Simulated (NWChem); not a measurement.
System: BaF2; SMILES [F][Ba][F]

Results from NWChem. Geometry: optimised at PBE-D3(BJ)/def2-SVP. def2 effective core potentials on Ba; no spin-orbit coupling. LC-ωPBE (HJS hole) with def2-SVP; x = 1 − exp(−ω/0.25 bohr⁻¹) is a scale chosen for this fit.

```
row           x  −ε(HOMO) (eV)
--------  -----  -------------
ω = 0.05  0.181           6.81
ω = 0.20  0.551           8.70
ω = 0.35  0.753          10.03
ω = 0.50  0.865          11.04
ω = 0.80  0.959       withheld
```

Q: Fit a straight line of the last column on the one before it, predict the withheld value, and compare with the run.

A: 
1. Means of the 4 shown rows: x = 0.5875, y = 9.145. Slope Σ(x − x̄)(y − ȳ)/Σ(x − x̄)² = 1.638/0.2710 = 6.044; intercept 5.594.
2. The shown rows scatter about the line by 0.177 (root mean square); the largest residual is -0.22, at ω = 0.20.
3. At x = 0.959 (ω = 0.80; beyond the shown range) the line gives 11.39.
4. The run gives 12.32, +0.93 from the line, 5.2 times the scatter.
